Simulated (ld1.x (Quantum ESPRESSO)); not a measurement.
**Building the TM potential for Br (PBE, scalar-relativistic).**

| Item | Value |
| --- | --- |
| Element | bromine |
| Generator | ld1.x (Quantum ESPRESSO) 7.5 |
| Type | norm-conserving Troullier–Martins (Kleinman–Bylander form) |
| Functional | PBE |
| Relativity | scalar-relativistic |
| Frozen core | [Ar] |
| Valence charge | 17 |
| Reference configuration | 3d10 4s1.75 4p5.25 |
| Partial waves | 4s (bound): rc 1.05 bohr; 3d (bound): rc 1.05 bohr; 4p (bound): rc 1.20 bohr |
| Local potential | the p channel |
| Core correction | Bessel-smoothed model core, default radius (core density twice the valence density) |

All-electron outer shells of the reference configuration (PBE, scalar-relativistic, ld1.x):

```tsv
shell	level (eV)	outermost node (bohr)	outermost maximum (bohr)
3s	-238.48	0.23	0.48
3p	-173.89	0.21	0.48
3d	-67.11	–	0.43
4s	-20.34	0.67	1.41
4p	-8.01	0.70	1.66
```

Q: Does the generator finish with these settings?

A: Yes, a potential is produced.

Q: Estimate the cutoffs (Ry, on a coarse ladder) from which the occupation-weighted sum of valence levels, in a spherical-Bessel basis at the reference potential, stays within 10 and 1 mRy of its value at 400 Ry.

A: 300 Ry and over 300 Ry.

Q: Does the potential have ghost states?

A: No extra level below or beside the all-electron valence levels (s, d, p, f tested).

Q: Tests: 3d10 4s2 4p5; 3d10 4s2 4p4; 3d10 4s2 4p3; 3d10 4s1 4p5; 3d9 4s2 4p5; 3d10 4s2 4p5.3; 3d10 4s2 4p1. Which has the largest error in its energy relative to the reference configuration, and how large is it?

A: 3d9 4s2 4p5, with -402 meV (all-electron minus pseudo) on +75.37 eV.
